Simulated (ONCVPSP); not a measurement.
# Co (Z = 27): one change to an ONCV potential, before and after

ONCVPSP 4.0.1 input, shortened (lines: element, Z, core and valence counts, functional; n l f; lmax; l rc ep ncon nbas qcut; lloc lpopt rc5 dvloc0; l nproj debl; icmod fcfact rcfact), PBE, scalar-relativistic:

```
  Co 27.00    3    5        4      upf
    1    0    2.00
    2    0    2.00
    2    1    6.00
    3    0    2.00
    3    1    6.00
    3    2    7.00
    4    0    1.50
    4    1    0.50
    2
    0    1.40    0.00    3    7    8.80
    1    1.65    0.00    5    8    6.60
    2    1.40    0.00    4    9   12.60
    4    5    0.90    1.00
    0    2    3.70
    1    2    2.00
    2    2    1.50
    2    0.75    0.65
```

Change: d: qcut 14.8.

Cutoffs: the cutoffs (Ha) at which the residual kinetic energy of the hardest occupied pseudo-wave falls to 1 and 0.1 mHa per electron; they do not see the model core or the augmentation charge, which bear on the density cutoff. Errors are all-electron minus pseudo energies relative to the spin-unpolarised reference configuration.

Problem. How do hardness, ghosts and transferability respond?

Solution. The potential gets harder (57 Ha and 70 Ha → 68 Ha and 78 Ha); of the 4 tests that both files solve, the error grows in 1 and shrinks in 1 by more than 15 % and 0.3 meV (median size 0.2 → 0.5 meV); neither file shows a bound ghost. The waves are optimised to have the least kinetic energy above qcut, so the cutoff follows it (qcut²/2 in Ha).

| quantity | base | changed |
| --- | --- | --- |
| cutoff, loose | 57 Ha | 68 Ha |
| cutoff, tight | 70 Ha | 78 Ha |
| loose cutoff by channel | s 20 Ha, p 52 Ha, d 57 Ha | s 20 Ha, p 52 Ha, d 68 Ha |
| bound ghosts | none | none |
| GHOST(+) flags under 300 eV | none | none |
| error for 3s2 3p6 3d7 4s2 4p0, meV [ΔE -2.14 eV] | +0.2 | +0.2 |
| error for 3s2 3p6 3d7 4s1 4p0, meV [ΔE 6.90 eV] | -0.2 | -0.3 |
| error for 3s2 3p6 3d7 4s0 4p0, meV [ΔE 23.68 eV] | 0.0 | -0.6 |
| error for 3s2 3p6 3d8 4s0 4p0, meV [ΔE 4.34 eV] | +13 | +6.8 |
| s: phases at 1.42 bohr within 0.05 rad from the reference energy up to (Ha; the scan ends near 5) | to the end of the scan | to the end of the scan |
| p: phases at 1.68 bohr within 0.05 rad from the reference energy up to (Ha; the scan ends near 5) | to the end of the scan | to the end of the scan |
| d: phases at 1.42 bohr within 0.05 rad from the reference energy up to (Ha; the scan ends near 5) | to the end of the scan | to the end of the scan |
| rms error of d²Exc/dni dnj with the model core, mHa | 1.47 | 1.51 |
